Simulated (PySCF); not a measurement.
Species: C5H11NOSi2.
Z-matrix (Å and degrees, PBE0-D3(BJ)/def2-SVP geometry), rows numbered from 1:
```
N 
Si  1  1.7344
C   2  1.8751  1  108.38
Si  3  1.8832  2  114.96  1  -161.58
C   2  1.8665  1  105.27  3  -119.66
C   5  1.3719  2  132.09  1    20.77
C   6  1.4274  5  106.93  2   176.47
C   7  1.3644  6  105.58  5    -0.16
O   8  1.3427  7  110.60  6     0.18
H   1  1.0142  2  118.48  3   -38.97
H   1  1.0148  2  118.88  3  -177.56
H   2  1.5006  1  116.10  3   121.58
H   3  1.1040  2  109.34  1    75.90
H   3  1.1040  2  108.18  1   -40.92
H   4  1.4952  3  110.91  2   -52.62
H   4  1.4934  3  110.46  2    68.08
H   4  1.4969  3  110.24  2  -172.25
H   6  1.0882  5  125.26  2    -3.35
H   7  1.0879  6  127.83  5   179.80
H   8  1.0875  7  133.07  6   179.98
```

The computed photoelectron lines, unassigned: C 1s: 289.62 (area 1), 290.08 (area 1), 290.24 (area 1), 290.71 (area 1), 291.35 (area 1) eV; N 1s: 404.52 eV; O 1s: 539.58 eV; Si 1s: 1846.18 (area 1), 1846.41 (area 1) eV; Si 2p3/2: 106.41 (area 1), 106.49 (area 1) eV.

Computed, not measured: PySCF, delta-SCF UKS SCAN, pcX-2 on the ionised atom, pcseg-1 elsewhere, spin-free X2C. Isolated species at its PBE0-D3(BJ)/def2-SVP geometry (one conformer only).

Problem. Assign the C 1s lines to atoms.

Solution. 289.62 eV: C3 (sp3 carbon bound to silicon); 290.08 eV: C6 (aromatic CH carbon); 290.24 eV: C7 (aromatic CH carbon); 290.71 eV: C5 (substituted aromatic carbon); 291.35 eV: C8 (aromatic CH next to a ring oxygen). The listed C 1s values span 1.73 eV, from C3 (bonded to 2 H and 2 Si) to C8 (bonded to O (aromatic in the SMILES), C (aromatic in the SMILES) and H).

Problem. Which silicon gives which Si 1s line?

Solution. 1846.18 eV: Si4 (SiH3 silicon); 1846.41 eV: Si2 (SiH silicon). The 2 Si 1s values lie within 0.23 eV of each other; Gaussian lines of 0.5 eV full width would blend them into one maximum.

Bonded neighbours of each site: N1: 2 H and Si; Si2: N, 2 C and H; C3: 2 H and 2 Si; Si4: C and 3 H; C5: O (aromatic in the SMILES), C (aromatic in the SMILES) and Si; C6: 2 C (aromatic in the SMILES) and H; C7: 2 C (aromatic in the SMILES) and H; C8: O (aromatic in the SMILES), C (aromatic in the SMILES) and H; O9: 2 C (aromatic in the SMILES).

Problem. What is the longest wavelength that can ionise C 1s of C5 vertically?

Solution. λ = hc/E = 12398.42 eV Å / 290.71 eV = 42.649 Å.

2p3/2 and 2p1/2 are the ΔSCF energy of one spin-free 2p hole plus the eigenvalues of a spin–orbit and ligand-field matrix of the shell. 2p1/2 minus 2p3/2 (ligand field included): Si 0.62 eV.
